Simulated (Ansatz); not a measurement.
System: BNH$_{3}$, charge 0, doublet. BNH3 (SMILES [BH]N, doublet).
B3LYP-D3(BJ)/def2-TZVP minimum from Ansatz (a quantum-chemistry and plane-wave program):
```xyz
5

B     -0.8557    -0.0049    -0.0224
N      0.5158    -0.1008     0.0086
H     -1.4780     1.0104     0.0090
H      1.1355     0.6983     0.0620
H      1.0102    -0.9785    -0.0196
```
Charge 0, spin multiplicity 2.

Total energies in cc-pVDZ, 11 correlated electrons, 2 frozen orbitals. UHF or UKS for unpaired electrons; spin-orbit terms are left out. Cores are frozen in correlated methods. No relativity.

```json
[
 {"method": "HF", "program": "Ansatz", "energy (Eh)": "-80.85962", "minus CCSDTQ (mEh)": "270.63"},
 {"method": "MP2", "program": "Ansatz", "energy (Eh)": "-81.09831", "minus CCSDTQ (mEh)": "31.94"},
 {"method": "CCSD", "program": "Ansatz", "energy (Eh)": "-81.12231", "minus CCSDTQ (mEh)": "7.94"},
 {"method": "CCSD(T)", "program": "Ansatz", "energy (Eh)": "-81.12914", "minus CCSDTQ (mEh)": "1.11"},
 {"method": "CCSDT(Q)", "program": "Ansatz", "energy (Eh)": "-81.13030", "minus CCSDTQ (mEh)": "-0.05"},
 {"method": "CCSDTQ", "program": "Ansatz", "energy (Eh)": "-81.13025", "minus CCSDTQ (mEh)": "0.00"}
]
```

Rough core times of Ansatz's runs on a shared machine: CCSD(T) under 20 s, CCSDT(Q) 60 s.
